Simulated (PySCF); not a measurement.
## MoOCl₄: breathing scan

Computed with B3LYP in PySCF with Mo def2-SVP with ECP28, O def2-SVP, Cl def2-SVP; scalar-relativistic core potentials, no spin–orbit coupling; density-fitted integrals.

Rigid scan from the singlet minimum (Mo–Cl 2.312 Å (×4), Mo–O 1.648 Å; Cl–Mo–Cl 86.8° (×4), Cl–Mo–Cl 152.5° (×2), Cl–Mo–O 103.8° (×4)). Coordinate: all bonds to the central atom scaled together. Energies in kJ/mol from the minimum.

```json
{"scale of all bonds to the centre": "0.88", "E (kJ/mol)": "598.7", "dipole size (D)": "0.03"}
{"scale of all bonds to the centre": "0.92", "E (kJ/mol)": "230.9", "dipole size (D)": "0.16"}
{"scale of all bonds to the centre": "0.96", "E (kJ/mol)": "50.3", "dipole size (D)": "0.27"}
{"scale of all bonds to the centre": "1.00", "E (kJ/mol)": "0.0", "dipole size (D)": "0.35"}
{"scale of all bonds to the centre": "1.04", "E (kJ/mol)": "38.6", "dipole size (D)": "0.42"}
{"scale of all bonds to the centre": "1.08", "E (kJ/mol)": "136.1", "dipole size (D)": "0.48"}
{"scale of all bonds to the centre": "1.14", "E (kJ/mol)": "348.2", "dipole size (D)": "0.54"}
{"scale of all bonds to the centre": "1.22", "E (kJ/mol)": "684.6", "dipole size (D)": "0.61"}
{"scale of all bonds to the centre": "1.35", "E (kJ/mol)": "1227.5", "dipole size (D)": "0.66"}
```

At long bonds a restricted determinant can lie too high, and another spin state can fall below this curve.

Other isomers or separated fragments may lie lower.
